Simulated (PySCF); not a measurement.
## Correlation energy of K³⁺ (potassium, charge +3)

[Ne] 3s2 3p4, high-spin 3P determinant. Computed with PySCF 2.14 in Sapporo-DKH3-DZP-2012 (6s5p1d, 26 functions), with scalar relativity by spin-free X2C-1e. Frozen: [Ne] 3s2; 4 electrons correlated.

Total MP2 correlation energy: -55.05 mhartree.

Same-spin part -22.06 and opposite-spin part -32.99 mhartree; SCS-MP2 scales them by 1/3 and 6/5 to -46.94 mhartree.

```tsv
level	correlation energy (mhartree)
CCSD	-67.61
(T)	-0.04
CCSD(T)	-67.65
```

Diagnostics: T1 = 0.0013, D1 = 0.0029, largest double amplitude 0.057.

Task: Is a single reference adequate?

Result: Yes: T1 lies below 0.03 and no double amplitude reaches 0.07.
